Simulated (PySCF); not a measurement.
# How methods differ on the ionisation energy of N⁺

N⁺ [He] 2s2 2p2 (3P) → N²⁺ [He] 2s2 2p1 (2P), as a difference of total energies. Calculation: PySCF 2.14, in aug-cc-pCVQZ-DK; the spin-free X2C one-electron Hamiltonian (Gaussian nucleus). Correlated levels: valence: 1s2 frozen; valence and next inner shell: nothing frozen. The calculations carry no spin-orbit coupling.

```tsv
method	ionisation energy (eV)	difference from reference (eV)
UHF	29.199	-0.402
LDA	30.054	+0.453
PBE	29.895	+0.294
PBE0	29.905	+0.304
r2SCAN	30.129	+0.528
wB97X	29.744	+0.143
MN15	29.660	+0.059
TPSSh	29.847	+0.246
MP2 (valence)	29.663	+0.062
SCS-MP2 (valence)	29.519	-0.082
MP2 (valence and next inner shell)	29.709	+0.108
SCS-MP2 (valence and next inner shell)	29.553	-0.048
```

Reference: 29.601 eV (semi-empirical (NIST evaluation); NIST Atomic Spectra Database, ionization energies).

Errors of the correlated levels include the incompleteness of this basis and the frozen core.
